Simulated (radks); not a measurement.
The numbers below are computed, except where a source is named.
Problem. Species: Bi XXXVI. Configuration: [Kr] 4d10 4f2 (the NIST ground configuration). Code: a radial shooting solver on a logarithmic mesh with Libxc functionals. Model: scalar-relativistic Kohn-Sham, LDA (Slater exchange, VWN5 correlation), spin-polarised, spherical densities, finite nucleus; open shells are filled with parallel spins first (spin-orbit coupling, left out, can overturn this in heavy ions); Fermi nuclear charge, rms radius 5.5211 fm. Some entries of the table are withheld. Estimate them.

| orbital | occ. | eigenvalue (hartree) | <r^2> (bohr^2) |
|---|---|---|---|
| 1s down | 1 | -3377.615 | 0.0003468 |
| 1s up | 1 | -3377.614 | 0.0003468 |
| 2s up | 1 | -648.2133 | 0.005253 |
| 2s down | 1 | -648.2070 | 0.005253 |
| 2p up | 3 | -562.1792 | 0.004490 |
| 2p down | 3 | -562.1740 | 0.004490 |
| 3s up | 1 | -194.3893 | 0.03347 |
| 3s down | 1 | -194.2800 | 0.03345 |
| 3p up | 3 | -169.7484 | 0.03464 |
| 3p down | 3 | -169.6371 | 0.03461 |
| 3d up | 5 | -145.0769 | 0.02861 |
| 3d down | 5 | -144.9899 | 0.02858 |
| 4s up | 1 | -78.77717 | 0.1439 |
| 4s down | 1 | -78.62789 | 0.1441 |
| 4p up | 3 | -70.10109 | 0.1587 |
| 4p down | 3 | -69.96015 | 0.1589 |
| 4d up | 5 | -60.54875 | (1) |
| 4d down | 5 | -60.40896 | (2) |
| 4f up | 2 | -50.81304 | 0.1451 |
| 4f down | 0 | -50.65183 | 0.1455 |

Solution. 
(1) 4d up <r^2> (bohr^2): 0.1636
(2) 4d down <r^2> (bohr^2): 0.1639
